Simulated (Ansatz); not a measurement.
`O=[CH][Al]1[NH][CH]1[SiH3]` → `OC1=NC[SiH]1[AlH2]`  (isomerisation)

Gas-phase electronic energies from Ansatz, PBE0-D4/def2-TZVP geometries. CCSD(T)/CBS is the MP2 limit (def2-TZVPP, def2-QZVPP) plus CCSD(T) − MP2 in def2-TZVPP, frozen cores. DFT in def2-TZVPP. B3LYP here is the variant with VWN-RPA as its local correlation; programs differ in this. One conformer a species, not always the lowest.

CCSD(T)/CBS gives -40.6 kJ/mol.

Question: Another level gave -49.6 kJ/mol. Which?
A. r2SCAN-D4/def2-TZVPP
B. B3LYP-D4/def2-TZVPP
C. PBE0-D4/def2-TZVPP
D. HF/def2-TZVPP

Answer: D. HF/def2-TZVPP -49.6, B3LYP-D4 -37.4, PBE0-D4 -59.8, r2SCAN-D4 -43.4 kJ/mol.

Largest T1 diagnostic among the species: 0.016.

From PBE to PBE0 (25 % exact exchange), in def2-TZVPP and without D4, ΔE moves by −8.0 kJ/mol. The D4 term adds −3.2 kJ/mol with B3LYP and −1.8 kJ/mol with PBE0; it sums over pairs of atoms, weighted by their polarisabilities, and B3LYP, whose exchange is more repulsive, gets the larger term.
